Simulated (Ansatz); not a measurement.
Cl2F3HMoO (`[OH][Mo]([F])([F])([F])([Cl])[Cl]`). Charge 0, multiplicity 1. Mo takes the def2 core potential.

Cartesian coordinates in Å:
```
O 1.3075 -0.4057 -0.6916
Mo -0.2872 -0.0678 0.1177
F -1.1464 0.2482 -1.4720
F 0.3563 -0.4663 1.7887
F -1.7463 0.6574 0.9486
Cl 0.5052 2.1083 0.2289
Cl -1.0699 -2.1865 0.0148
H 2.0808 0.1124 -0.9351
```

(1) What are the harmonic wavenumbers in cm⁻¹ at PBE0-D4/def2-TZVP (Ansatz, finite differences of forces, unscaled)? (Estimate.)

(2) Is this a minimum?

(3) Give the ideal-gas thermochemistry at 298.15 K and 1 bar (rigid rotor, harmonic oscillator; point group Cs, symmetry number 1).

## Answers

(1) Computed: 87, 90, 134, 183, 239, 244, 257, 277, 314, 345, 399, 407, 570, 650, 712, 717, 792, 3869.

(2) Yes, all 18 modes are real.

(3) Zero-point energy 61.5 kJ/mol; H(298) − E = 89.0 kJ/mol; entropy 407.0 J/(mol·K), of which translation 177.3, rotation 123.1, vibration 106.7; G(298) − E = -32.4 kJ/mol. Modes under 100 cm⁻¹ are hindered rotations or soft bends, so the harmonic entropy is rough.
